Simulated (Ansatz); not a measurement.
`N[SiH2]CCl` → `CCl` + `N[SiH]` at 400 K and 1 bar (silylene formation by 1,1-elimination).

Isolated molecules relaxed with PBE0-D4/def2-TZVP in Ansatz; ΔE leaves out vibrations. CCSD(T)/CBS is the MP2 limit (def2-TZVPP, def2-QZVPP) plus CCSD(T) − MP2 in def2-TZVPP, frozen cores. This one scheme is used for every species. One conformer a species, not always the lowest.

| species | CCSD(T)/CBS energy (Eh) | H − E (kJ/mol) | S (J/(mol·K)) |
| --- | --- | --- | --- |
| `N[SiH2]CCl` | -845.25405 | 218.6 | 366.3 |
| `CCl` | -499.63220 | 114.2 | 247.0 |
| `N[SiH]` | -345.56329 | 104.6 | 261.0 |

H − E and S are ideal-gas, rigid-rotor, harmonic terms from PBE0-D4/def2-TZVP, for one conformer and one mirror image of each species. 1 Eh = 2625.50 kJ/mol, R = 8.31446 J/(mol·K).

Question: By hand: ΔE, ΔH, ΔS and ΔG.

Answer: ΔE = (-499.63220) + (-345.56329) − (-845.25405) = 0.05856 Eh = 153.7 kJ/mol. Δ(H − E) = 114.2 + 104.6 − 218.6 = 0.2, so ΔH = 153.9 kJ/mol. ΔS = 247.0 + 261.0 − 366.3 = 141.7 J/(mol·K). ΔG = 153.9 − 400 × (141.7)/1000 = 97.2 kJ/mol.

Question: By hand: the equilibrium constant, and the temperature at which ΔG would vanish if ΔH and ΔS stayed fixed.

Answer: log₁₀ K = −ΔG/(RT ln 10) = -12.7. ΔG = 0 at ΔH/ΔS = 1086 K.

The number of gas molecules changes by +1, which sets the sign of ΔS. A doubt of 5 kJ/mol in ΔE shifts log₁₀ K by 0.7 here. Other conformers and mirror images would add mixing entropy, several J/(mol·K) or more a flexible species. These are equilibria of isolated gas molecules and say nothing of rates. Largest T1 diagnostic: 0.015 (customary marks: 0.02 for closed shells, 0.045 for open ones).
